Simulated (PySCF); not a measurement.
C₂H₆ClFOSi, singlet, geometry from GFN2-xTB. Base run: M062X/6-31G (PySCF).

The PySCF input:
```python
from pyscf import gto, scf, dft, solvent

mol = gto.M(
    atom='''
C     1.876205   -1.452508    0.666399
O     0.970498   -0.430240    0.979899
Si   -0.324486    0.129686    0.203139
C    -1.850758   -0.986188    0.232475
F    -0.613938    1.441032    1.080925
Cl    0.135996    0.711130   -1.665782
H     1.404064   -2.429936    0.784721
H     2.236893   -1.351875   -0.359176
H     2.715344   -1.370037    1.356702
H    -2.722997   -0.470141   -0.157855
H    -2.079894   -1.291597    1.249795
H    -1.713754   -1.886428   -0.360595
''',
    basis='6-31g',
    charge=0,
    spin=0,
    verbose=4,
)

mf = dft.RKS(mol)
mf.xc = 'm062x'
mf.kernel()
```

The base run was repeated with changes; each row names its change, and settings that it needs were set with it.

| change | ΔE vs base (kJ/mol) | dipole (D) | HOMO-LUMO gap (eV) |
|---|---|---|---|
| base | 0.00 | 4.14 | 11.76 |
| model = IEF-PCM; solvent = chloroform; vdw_scale = 1.0 | -42.3 | 4.90 | 11.87 |
| model = IEF-PCM; solvent = chloroform; vdw_scale = 1.4 | -14.18 | 4.58 | 11.78 |
| model = C-PCM; solvent = chloroform | [?] | [?] | 11.82 |
| model = IEF-PCM; solvent = chloroform; vdw_scale = 1.1 | -30.7 | 4.81 | 11.83 |
| model = SS(V)PE; solvent = chloroform | -22.47 | 4.71 | 11.80 |
| model = IEF-PCM; solvent = chloroform; r_probe = 0.5 | -10.97 | 4.51 | 11.78 |
| model = ddCOSMO; solvent = chloroform | -21.76 | 4.70 | 11.84 |
| model = IEF-PCM; solvent = chloroform; lebedev_order = 11 | -22.36 | 4.71 | 11.80 |
| model = IEF-PCM; solvent = chloroform | [?] | [?] | 11.80 |
| model = IEF-PCM; solvent = tetrahydrofuran | -26.4 | 4.82 | 11.81 |
| model = IEF-PCM; solvent = methanol | [?] | [?] | 11.82 |

**Question.** Some entries are withheld; supply them.

**Answer.** 
- model = C-PCM; solvent = chloroform, ΔE vs base (kJ/mol): -25.41
- model = C-PCM; solvent = chloroform, dipole (D): 4.79
- model = IEF-PCM; solvent = chloroform, ΔE vs base (kJ/mol): -22.93
- model = IEF-PCM; solvent = chloroform, dipole (D): 4.72
- model = IEF-PCM; solvent = methanol, ΔE vs base (kJ/mol): -31.5
- model = IEF-PCM; solvent = methanol, dipole (D): 4.96

The base is the gas phase, so ΔE is the electrostatic part of solvation at a fixed geometry, without cavity and dispersion terms.
